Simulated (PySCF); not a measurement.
Task: What does the GFN2-xTB structure of `O=c1cc1CC(F)(F)F` look like in three dimensions?

Result: 
Z-matrix in Å and degrees, rows numbered from 1:
```
O 
C   1  1.1879
C   2  1.4293  1  153.16
C   3  1.3519  2   62.21  1  -179.98
C   4  1.4730  2  153.18  3   179.94
C   5  1.5233  4  111.64  2  -179.80
F   6  1.3393  5  112.18  4    60.20
F   6  1.3393  5  112.23  4   -59.95
F   6  1.3402  5  111.65  4  -179.90
H   3  1.0671  2  152.94  4  -179.94
H   5  1.0942  4  110.07  2    59.64
H   5  1.0942  4  110.03  2   -59.32
```

Of the pairs four or more bonds apart, C3···F8 is among the closest relative to their van der Waals radii: 3.25 Å, 102 % of the sum of Bondi's values. The 3-membered ring C2–C3–C4 has internal angles of 56.3° to 62.2°. The 5 C–C bonds span 1.352 Å (C3–C4, drawn aromatic) to 1.523 Å (C5–C6, drawn single), a spread of 0.171 Å. All 3 C–F bonds measure 1.339 to 1.340 Å.

Computed geometry: GFN2-xTB, gas phase.

Point group: Cs (tolerance 0.08 Å). No GFN2-xTB frequencies stand behind this structure, so it isn't proved a minimum. One conformer, not necessarily the lowest (C3–C4–C5–C6 0°).
